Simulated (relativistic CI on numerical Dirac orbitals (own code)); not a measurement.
Zeeman pattern of Tl I 3529.43 Å at 0.5 T

Problem. The line 6s2.6p 2P°_3/2 – 6s2.6d 2D_3/2 of Tl I lies at 3529.43 Å (air; NIST Handbook). Calculate its Zeeman pattern at B = 0.5 T, seen across the field, in LS coupling, and compare it with the Doppler width at an assumed gas temperature of 3000 K.

Working.
1. Landé factors g = 3/2 + [S(S + 1) − L(L + 1)]/[2J(J + 1)]: lower 1.3333, upper 0.8000.
2. The unit is μB B/hc = 0.46686 × 0.5 = 0.2334 cm⁻¹, or 29.1 mÅ at this wavelength. A component is shifted by g_u m_u − g_l m_l units. Seen across the field, the strengths for lower J and m are m² (π) and ¼(J − m)(J + m + 1) (σ).
3. π components (Δm = 0), symmetric about zero, as shift (strength, strongest of all = 100): ±0.267 (11), ±0.800 (100).
4. σ components with Δm = +1, mirrored for −1: 0.533 (33), 1.067 (44), 1.600 (33).
5. The centre of the σ group lies at ḡ = 1.067 units, 31.0 mÅ from the line centre.
6. The Doppler width is 7.16 × 10⁻⁷ λ √(T/M) = 9.7 mÅ (FWHM, M = 205), so the sum of Gaussians shows separate peaks away from the centre.

Check. A relativistic CI calculation gives g = 1.3340 and 0.8004 for the two levels. The nearest fine-structure partner lies 82 cm⁻¹ away, 351 Zeeman units, so the weak-field formulas hold; hyperfine structure, which matters at weak fields for isotopes with nuclear spin, is neglected.
